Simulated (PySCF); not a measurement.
CH2F3O3S (SMILES O=S(=O)([OH2+])C(F)(F)F), charge +1, singlet, at a GFN2-xTB geometry. Base run: DF-PBE0/6-31G run with PySCF.

PySCF was given this input:
```python
from pyscf import gto, scf, dft

mol = gto.Mole()
mol.atom = '''
    O    -1.158827   -1.436050    0.611836
    S    -0.688260   -0.123378    0.509018
    O    -1.070127    0.956060    1.311580
    O    -1.456276    0.398058   -1.176182
    C     1.072983    0.023007   -0.214665
    F     1.917282   -0.282278    0.721943
    F     1.186975    1.261129   -0.609567
    F     1.110093   -0.812264   -1.216079
    H    -1.965133   -0.275410   -1.676104
    H    -1.907918    1.267586   -1.224744
'''
mol.basis = '6-31g'
mol.charge = 1
mol.spin = 0
mol.verbose = 4
mol.build()

mf = dft.RKS(mol)
mf.xc = 'pbe0'
mf = mf.density_fit(auxbasis='def2-universal-jkfit')
mf.kernel()
mf.analyze()
```

Variants of this job, named by their change:

| change | basis functions | E (Eh) | HOMO (eV) | HOMO-LUMO gap (eV) | core-seconds (rough) |
|---|---|---|---|---|---|
| base | 80 | -961.14239 | -15.94 | 7.10 | 8 |
| basis = LANL2DZ | 75 | -573.37268 | -16.16 | 7.13 | 10 |
| basis = pcseg-0 | 80 | -959.25429 | -15.99 | 7.28 | 10 |
| basis = 3-21G | 80 | -956.34920 | -15.34 | 7.32 | 10 |
| basis = 6-31G* | 120 | -961.55916 | -15.81 | 8.16 | 10 |
| basis = def2-SV(P) | 120 | -961.01009 | -15.99 | 8.20 | 10 |
| basis = pcseg-1 | 126 | -961.44584 | -16.19 | 8.17 | 20 |
| basis = pc-1 | 126 | -961.46397 | -16.20 | 8.19 | 20 |
| basis = cc-pVDZ | 126 | -961.61229 | -15.75 | 8.08 | 20 |
| basis = cc-pV(D+d)Z | 131 | -961.65519 | -15.85 | 8.25 | 20 |
| basis = 6-311G** | 164 | -961.75601 | -16.06 | 8.09 | 20 |
| basis = 6-311++G** | 198 | -961.76932 | -16.17 | 8.05 | 20 |
| basis = 6-311+G(2d,p) | 236 | -961.81746 | -16.10 | 8.17 | 40 |

Totals compare only among sets that treat the same electrons; sets with core potentials leave the core out.
